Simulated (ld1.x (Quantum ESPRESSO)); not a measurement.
# Cr: excitation energies, all-electron against TM

* Element: chromium (Cr)
* Generator: ld1.x (Quantum ESPRESSO) 7.5
* Type: norm-conserving Troullier–Martins (Kleinman–Bylander form)
* Functional: PW91
* Relativity: non-relativistic
* Frozen core: [Ar]
* Valence charge: 6
* Reference configuration: 3d5 4s0 4p1
* Partial waves: 4p (bound): rc 3.80 bohr; 3d (bound): rc 2.15 bohr; 4f channel at 0.4 Ry: rc 3.25 bohr; 4s (bound, empty): rc 2.15 bohr
* Local potential: the s channel
* Core correction: Bessel-smoothed model core, default radius (core density twice the valence density)

Energies are relative to the spin-unpolarised reference configuration 3d5 4s0 4p1; without spin polarisation the order of configurations can differ from experiment.

```csv
valence configuration,charge,ΔE all-electron (eV),error AE − PS (meV)
3d5 4s1 4p0,0,-3.046,+0.2
3d5 4s0 4p0,+1,3.765,-4.9
3d4 4s0 4p0,+2,19.993,-208
3d3 4s0 4p0,+3,51.026,-1001
3d6 4s0 4p0,0,-1.473,-71
3d4 4s2 4p0,0,-2.905,-156
```

Problem. What are ΔE and the potential's error for 3d2 4s0 4p0?

Solution. ΔE = 99.763 eV all-electron; the error (AE − PS) is -2068 meV.

Levels in the configuration 3d2 4s0 4p0:

| level | all-electron (eV) | pseudo (eV) |
| --- | --- | --- |
| 3d | -58.415 | -59.382 |
